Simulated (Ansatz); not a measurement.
C9H17FN2Ti, SMILES `C[N](C)[Ti]1234([F])([N](C)C)[C@H]5[C@@H]1[C@@H]2[C@@H]3[C@H]54`, relaxed with RKS PBE0-D4/def2-TZVP in the Gaussian-basis code of Ansatz from a GFN2-xTB geometry. The force threshold is 0.005 eV/Å; the program also tests the step.

Total charge 0; spin multiplicity 1.

Start:

```xyz
30

C    -0.488   -2.026    1.467
N    -0.540   -0.587    1.386
C    -0.803    0.002    2.679
Ti    0.111    0.541    0.093
F     1.287    1.448    1.046
N     1.212   -0.630   -0.794
C     0.943   -1.423   -1.969
C     2.569   -0.851   -0.342
C    -1.131    2.556   -0.034
C    -2.015    1.471   -0.172
C    -1.676    0.781   -1.360
C    -0.593    1.464   -1.961
C    -0.251    2.549   -1.134
H     0.339   -2.362    2.116
H    -0.348   -2.448    0.469
H    -1.426   -2.426    1.888
H    -0.831    1.094    2.597
H    -1.766   -0.350    3.088
H    -0.014   -0.270    3.402
H     1.183   -2.485   -1.788
H    -0.110   -1.357   -2.252
H     1.562   -1.095   -2.822
H     2.745   -1.922   -0.144
H     2.758   -0.292    0.578
H     3.296   -0.533   -1.109
H    -1.174    3.321    0.733
H    -2.881    1.268    0.449
H    -2.268   -0.006   -1.816
H    -0.180    1.264   -2.942
H     0.493    3.305   -1.352
```

(1) By how much does the energy fall, and how many steps does the optimiser take? (Best estimate.)

(2) Which bonds change most? (Estimate.)

(3) Give the relaxed structure. (Estimate.)

Answers

(1) The calculation gave: 11.82 kcal/mol, in 13 steps.

(2) Computed: N2–Ti4 from 1.836 to 1.906 Å; Ti4–C11 from 2.315 to 2.380 Å.

(3) The calculation gave: 
```xyz
30

C    -0.599   -1.810    1.559
N    -0.171   -0.440    1.591
C    -0.553    0.230    2.807
Ti    0.289    0.636    0.088
F     1.519    1.757    0.802
N     1.178   -0.639   -0.990
C     1.058   -1.247   -2.283
C     2.381   -1.087   -0.312
C    -1.381    2.299    0.037
C    -2.019    1.059   -0.176
C    -1.563    0.547   -1.405
C    -0.657    1.484   -1.961
C    -0.551    2.565   -1.073
H    -0.207   -2.366    2.424
H    -0.248   -2.299    0.649
H    -1.698   -1.903    1.591
H    -0.182    1.258    2.819
H    -1.647    0.258    2.946
H    -0.127   -0.279    3.683
H     1.039   -2.344   -2.202
H     0.146   -0.937   -2.789
H     1.911   -0.991   -2.930
H     2.358   -2.173   -0.148
H     2.491   -0.608    0.663
H     3.277   -0.852   -0.902
H    -1.481    2.923    0.914
H    -2.708    0.573    0.499
H    -1.846   -0.402   -1.834
H    -0.117    1.374   -2.889
H     0.107    3.414   -1.180
```
